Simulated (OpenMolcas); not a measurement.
Re4+: moving or changing the point charges

Re4+ among 6 point charges of -1.7 e arranged as a tetragonal octahedron (D4h), 1.92 Å from the ion, with the axial distance 2.208 Å.
```
   1.9200    0.0000    0.0000  -1.70
   0.0000    1.9200    0.0000  -1.70
  -1.9200    0.0000    0.0000  -1.70
   0.0000   -1.9200    0.0000  -1.70
   0.0000    0.0000    2.2080  -1.70
   0.0000    0.0000   -2.2080  -1.70
```

```json
{
 "Program": "OpenMolcas 26.06",
 "Method": "CASSCF",
 "Basis": "ANO-RCC-VDZP [7s6p4d2f1g]",
 "Scalar Hamiltonian": "DKH2, point nucleus",
 "Active space": "3 electrons in 5 orbitals (5d)",
 "State averaging": "2S+1 = 4 even, 10 roots; 2S+1 = 2 even, 40 roots",
 "Spin-orbit coupling": "state interaction with AMFI integrals over the reference wave functions"
}
```

Runs around this geometry, states (labels of D4, the rotations of D4h). Energies in cm-1 above the lowest state or level, χT in cm3 K/mol.

| R (Å) | q (e) | Axial / equatorial distance | Ground state | First state of that spin | First gap with spin-orbit (degeneracies) | χT at 300 K | First state of another spin |
| --- | --- | --- | --- | --- | --- | --- | --- |
| 1.92 | -1.7 | 1.06 | 4B1 | 4E 11865 | 259.6 (2, 2) | 0.510 | 2A1 15191 |
| 1.92 | -1.1 | 1.15 | 4B1 | 4E 5917 | 817.6 (2, 2) | 0.186 | 2A1 15032 |
| 1.82 | -1.7 | 1.15 | 4B1 | 4E 11213 | 557.0 (2, 2) | 0.477 | 2E 13637 |
| 1.92 | -1.7 | 1.15 | 4B1 | 4E 8743 | 720.5 (2, 2) | 0.323 | 2E 14120 |
| 2.13 | -1.7 | 1.15 | 4B1 | 4E 5358 | 958.7 (2, 2) | 0.167 | 2E 14754 |

Taking the first state of the same spin as R^-n, n = -ln(5358 / 11213) / ln(2.13 / 1.82) = 4.7 between the shortest and longest distance.

Scaling the charges by -1.1 / -1.7 = 0.65 scales the first state of the same spin by 5917 / 8743 = 0.68; with fixed orbitals a first-order splitting would follow the charge.

Without dynamic correlation the repulsion within the d shell is too large (B by tens of per cent), so at a given field states of lower spin stand too high. Spin-orbit coupling mixes the spin-free states strongly: the lowest level takes only 50 % from its leading state, 4B1 (figures for R = 1.92, q = -1.1, ratio = 1.15; the like holds for R = 1.92, q = -1.7, ratio = 1.15, R = 2.13, q = -1.7, ratio = 1.15). This is an electrostatic model: the charges have no orbitals. No measured value stands beside these numbers.
